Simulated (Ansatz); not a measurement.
Geometry optimisation, Ansatz, DFT PBE-D3(BJ), scalar-relativistic, plane waves, PAW.

The input (input.yaml):

```yaml
crystal:
  lattice:
    - [4.58, 0.0, 0.0]
    - [3.435, 5.949595, 0.0]
    - [0.0, 0.0, 17.382645]
  atoms:
    - { symbol: Be, position: [-0.16666665, 0.2222222, 0.05752864] }
    - { symbol: Be, position: [0.33333335, 0.2222222, 0.05752864] }
    - { symbol: Be, position: [-0.16666663, 0.55555551, 0.05752864] }
    - { symbol: Be, position: [0.33333337, 0.55555551, 0.05752864] }
    - { symbol: Be, position: [-0.16666661, 0.88888882, 0.05752864] }
    - { symbol: Be, position: [0.33333339, 0.88888882, 0.05752864] }
    - { symbol: Be, position: [0.0, 0.0, 0.1607474] }
    - { symbol: Be, position: [0.5, 0.0, 0.1607474] }
    - { symbol: Be, position: [2.0e-08, 0.33333331, 0.1607474] }
    - { symbol: Be, position: [0.50000002, 0.33333331, 0.1607474] }
    - { symbol: Be, position: [4.0e-08, 0.66666661, 0.1607474] }
    - { symbol: Be, position: [0.50000004, 0.66666661, 0.1607474] }
    - { symbol: Be, position: [-0.16666665, 0.2222222, 0.26396616] }
    - { symbol: Be, position: [0.33333335, 0.2222222, 0.26396616] }
    - { symbol: Be, position: [-0.16666663, 0.55555551, 0.26396616] }
    - { symbol: Be, position: [0.33333337, 0.55555551, 0.26396616] }
    - { symbol: Be, position: [-0.16666661, 0.88888882, 0.26396616] }
    - { symbol: Be, position: [0.33333339, 0.88888882, 0.26396616] }
    - { symbol: Be, position: [0.0, 0.0, 0.36718491] }
    - { symbol: Be, position: [0.5, 0.0, 0.36718491] }
    - { symbol: Be, position: [2.0e-08, 0.33333331, 0.36718491] }
    - { symbol: Be, position: [0.50000002, 0.33333331, 0.36718491] }
    - { symbol: Be, position: [4.0e-08, 0.66666661, 0.36718491] }
    - { symbol: Be, position: [0.50000004, 0.66666661, 0.36718491] }
    - { symbol: "N", position: [0.50000004, 0.66666661, 0.46498361] }
    - { symbol: "N", position: [0.16666669, 0.44444441, 0.43046642] }
basis:
  ecutwfc: 420.0
kpoints:
  mp_grid: { grid: [4, 3, 1] }
hamiltonian:
  xc: pbe
  dispersion: d3bj
scf:
  occupations: { method: fermi_dirac, width: 0.1 }
  lower_state_search: "off"
relax:
  f_tol: 0.03
  max_steps: 60
  adjacent_minimum: "off"
  constraints: [{ sites: [0, 1, 2, 3, 4, 5] }]
```

Launched with:

```bash
$ ansatz run input.yaml --threads 1 --pin off --max-ram 3072MiB --backend cpu --events-out ev --progress --plain --runs-dir out
```

Task: Where does it end, and by what steps?

Result: The forces met the threshold. Limits of this set-up: coarse k mesh, thin slab, slab without dipole correction. After 24 steps the energy has fallen by 7.397 eV; N25 moved furthest, 1.67 Å. Joined: Be19–N25, Be20–N25, Be23–N25, Be24–N26.

| step | energy less start (eV) | largest force component (eV/Å) | accepted |
| --- | --- | --- | --- |
| 0 | 0.0000 | 3.404 | yes |
| 1 | -0.9407 | 2.848 | yes |
| 2 | -1.8317 | 2.290 | yes |
| 3 | -2.6894 | 2.322 | yes |
| 4 | -3.5100 | 2.599 | yes |
| 5 | -4.3238 | 2.288 | yes |
| 6 | -4.8647 | 0.803 | yes |
| 7 | -5.0239 | 0.488 | yes |
| 8 | -5.0869 | 0.728 | yes |
| 9 | -5.2596 | 0.825 | yes |
| 10 | -5.7696 | 1.349 | yes |
| 11 | -6.4628 | 1.382 | yes |
| 12 | -6.8262 | 1.143 | yes |
| 13 | -6.9865 | 0.677 | yes |
| 14 | -7.0865 | 0.300 | yes |
| 15 | -7.1416 | 0.149 | yes |
| 16 | -7.1612 | 0.201 | yes |
| 17 | -7.1798 | 0.302 | yes |
| 18 | -7.2445 | 0.534 | yes |
| 19 | -7.3125 | 0.511 | yes |
| 20 | -7.3728 | 0.410 | yes |
| 21 | -7.3610 | 0.394 | no |
| 22 | -7.3940 | 0.129 | yes |
| 23 | -7.3911 | 0.134 | no |
| 24 | -7.3967 | 0.028 | yes |

```xyz
26
Lattice="4.5800 0.0000 0.0000 3.4350 5.9496 0.0000 0.0000 0.0000 17.3826" Properties=species:S:1:pos:R:3
Be 0.000 1.322 1.000
Be 2.290 1.322 1.000
Be 1.145 3.305 1.000
Be 3.435 3.305 1.000
Be 2.290 5.289 1.000
Be 4.580 5.289 1.000
Be 0.001 0.012 2.830
Be 2.277 -0.027 2.845
Be 1.123 1.968 2.771
Be 3.434 1.972 2.786
Be 2.307 3.974 2.753
Be 4.580 3.981 2.779
Be 0.016 1.414 4.612
Be 2.285 1.362 4.572
Be 1.191 3.314 4.425
Be 3.457 3.283 4.467
Be 2.322 5.262 4.601
Be 4.538 5.191 4.858
Be -0.016 0.317 6.594
Be 2.356 0.085 6.379
Be 1.181 2.120 6.339
Be 3.312 2.061 6.516
Be 1.056 4.094 7.355
Be 3.113 4.242 6.463
N 4.526 5.100 6.862
N 2.201 3.079 7.226
```

Whether the end is a true minimum wasn't checked by a vibrational analysis.

Run time: 4.4 min on 1 thread of Arm Neoverse V2, on a shared host, peak memory 0.58 GiB.
